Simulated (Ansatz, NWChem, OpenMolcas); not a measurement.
**BrCl (SMILES ClBr): methods side by side**

The species is BrCl (2 atoms), meant as a singlet with charge 0. SMILES: `ClBr`. The bond length is the measured one.

```xyz
2

Cl    0.0000    0.0000    0.0000
Br    0.0000    0.0000    2.1361
```

Quantity: the dipole moment, in D. The values are calculated.

```
                                          level                    kind     program  value (D)  CPU time
                              SVWN5/def2-TZVPPD                     LDA      NWChem       0.43      46 s
                               BLYP/def2-TZVPPD                     GGA  OpenMolcas       0.44      17 s
                              M06-L/def2-TZVPPD                meta-GGA      NWChem          ?      37 s
                               TPSS/def2-TZVPPD                meta-GGA  OpenMolcas       0.43      23 s
                             r2SCAN/def2-TZVPPD                meta-GGA      NWChem       0.43      33 s
                              B3LYP/def2-TZVPPD           global hybrid  OpenMolcas       0.46      18 s
                              BHLYP/def2-TZVPPD           global hybrid      NWChem       0.48      33 s
                              wB97X/def2-TZVPPD  range-separated hybrid      NWChem       0.52      76 s
FCI/STO-3G (density fitting with cc-pVTZ-jkfit)      exact in the basis      Ansatz       1.02    0.17 s
```

(1) Estimate the missing values from the other rows.

Results:

(1) As computed at these levels: M06-L/def2-TZVPPD: 0.61 D. Measured: 0.52 D (NIST CCCBDB). Nearest: wB97X/def2-TZVPPD (0.00 D); farthest: FCI/STO-3G (density fitting with cc-pVTZ-jkfit) (+0.50 D). The measured dipole is a vibrational average, so differences of a few hundredths of a debye mean little. Computed less measured by kind, in D (def2-TZVPPD rows): LDA -0.09; GGA -0.08; meta-GGA -0.09 to +0.09; global hybrid -0.06 to -0.04; range-separated hybrid +0.00. All-electron rows without a relativistic Hamiltonian named are non-relativistic. High-level rows in very small sets aren't better than simpler rows in larger ones. Magnitudes only: a small dipole may point the other way at some levels. Sets without polarisation functions give poor dipoles. Times are those of the runs behind each value, whatever else they computed, on shared processors of several kinds: orders of magnitude only.
